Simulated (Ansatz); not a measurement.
Problem. Name a neutral molecule of B, O, S, Si and H with LUMO energy (PBE0/def2-TZVPP) between -0.60 and -0.30 eV and HOMO energy (B3LYP/def2-TZVPP) between -7.80 and -7.50 eV (Ansatz, PBE0-D4/def2-TZVP geometry).

Solution. `[SiH3]OBS` (-0.31 eV, -7.65 eV). Other molecules can fit too; these were computed, each in one conformer that needn't be the lowest.

B3LYP here is the variant with VWN-RPA as its local correlation; programs differ in this.
